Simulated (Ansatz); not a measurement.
Z-matrix (Å, degrees):
```
Al
O 1 1.6908
H 2 0.9563 1 125.43
H 1 1.5675 2 116.03 3 -179.97
H 1 1.5751 4 124.30 2 -180.00
```
Charge 0, spin multiplicity 1.

The numbers are results of Ansatz (an electronic-structure program) with frozen-core CCSD(T)/cc-pVTZ // CAM-B3LYP-D3(BJ)/def2-TZVP, not measurements.

- HF energy = -318.61031 Ha
- MP2 correlation energy = -0.33202 Ha

Estimate the CCSD correlation energy, the (T) correction, the total energy and the T1 diagnostic.


```json
{
  "CCSD correlation energy": "-0.34924 Ha",
  "(T) correction": "-0.01043 Ha",
  "CCSD(T) total energy": "-318.96998 Ha",
  "T1 diagnostic": "0.012"
}
```
